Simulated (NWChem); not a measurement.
System: hexafluoroethane (C2F6); SMILES FC(F)(F)C(F)(F)F

```xyz
8

F      0.8980    -0.8632     1.2185
C      0.0000     0.0000     0.7710
F      0.2986     1.2093     1.2185
F     -1.1966    -0.3461     1.2185
C      0.0000     0.0000    -0.7710
F      1.1946     0.3530    -1.2185
F     -0.2916    -1.2110    -1.2185
F     -0.9030     0.8581    -1.2185
```
Atoms are numbered in this order, from 1.

All runs: NWChem. All runs use the structure optimised with PBE0/def2-SVP. Field at 589 nm.

Task: What does the run give for B3LYP/def2-SVPD? Quantities: isotropic polarisability (bohr³); anisotropy (bohr³).

Result: 
```json
{
  "isotropic polarisability (bohr³)": "32.3",
  "anisotropy (bohr³)": "0.2"
}
```
